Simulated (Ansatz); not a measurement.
Q: Name a neutral molecule of Al, B, O, Si and H with HOMO energy (ωB97M-V/def2-TZVPP) between -9.10 and -8.80 eV and HOMO energy (B3LYP/def2-TZVPP) between -7.10 and -6.80 eV (Ansatz, PBE0-D4/def2-TZVP geometry).

A: `OB[SiH2][AlH2]` (-9.08 eV, -6.94 eV); `[BH2][Al]([SiH3])[O][SiH3]` (-9.01 eV, -6.83 eV). Other molecules can fit too; these were computed, each in one conformer that needn't be the lowest.

B3LYP here is the variant with VWN-RPA as its local correlation; programs differ in this.
